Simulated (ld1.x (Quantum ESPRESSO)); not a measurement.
## An all-electron radial function and its pseudo partner (Fe)

Columns: radius, all-electron u(r) and pseudo u(r) of the 4p shell (level -4.18 eV) of iron in the configuration [Ne] 3s2 3p6 3d6 4s1.5 4p0; PBE, scalar-relativistic, ultrasoft scheme, ld1.x (Quantum ESPRESSO) 7.5.

```
r (bohr)  all-electron   pseudo
   0.098        0.1071  -0.0192
   0.195        0.0985  -0.0704
   0.292       -0.0016  -0.1382
   0.390       -0.1065  -0.2038
   0.488       -0.1768  -0.2485
   0.585       -0.2062  -0.2619
   0.682       -0.2015  -0.2435
   0.780       -0.1720  -0.1995
   0.878       -0.1266  -0.1407
   0.975       -0.0728  -0.0778
   1.072       -0.0150  -0.0159
   1.170        0.0440   0.0440
   1.268        0.1017   0.1017
   1.365        0.1560   0.1560
   1.463        0.2074   0.2074
   1.560        0.2543   0.2543
   1.658        0.2977   0.2977
   1.755        0.3365   0.3365
   1.852        0.3714   0.3714
   1.950        0.4028   0.4028
   2.047        0.4302   0.4302
   2.145        0.4543   0.4543
   2.242        0.4749   0.4749
   2.340        0.4926   0.4926
   2.438        0.5073   0.5073
   2.535        0.5192   0.5192
```

(1) How many radial nodes do the two functions have?

(2) At about which radius was the pseudo-wave matched?

(3) Is the pseudo-wave norm-conserving?

## Answers

(1) The all-electron 4p function has n − l − 1 = 2; the pseudo-wave has 1, since 1 lower shell of the same l stays in the valence.

(2) 1.25 bohr, where the columns begin to agree (steps of 0.10 bohr).

(3) No, it belongs to an ultrasoft set: the norm inside the radius is not constrained, and the difference is carried by the augmentation charge.
